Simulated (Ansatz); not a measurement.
`C[Si](F)[SeH]` radical, charge 0, multiplicity 2.

Task: Give a relaxed structure at PBE0-D4/def2-TZVP (Ansatz). (Best estimate.)

Result: The calculation gave: 
Cartesian coordinates in Å:
```
C 0.482 -0.829 -0.844
Si 0.321 0.222 0.689
F -0.253 -0.710 1.868
Se -1.129 1.915 0.211
H 0.855 -0.232 -1.678
H 1.176 -1.652 -0.665
H -0.491 -1.249 -1.113
H -0.960 2.535 1.531
```
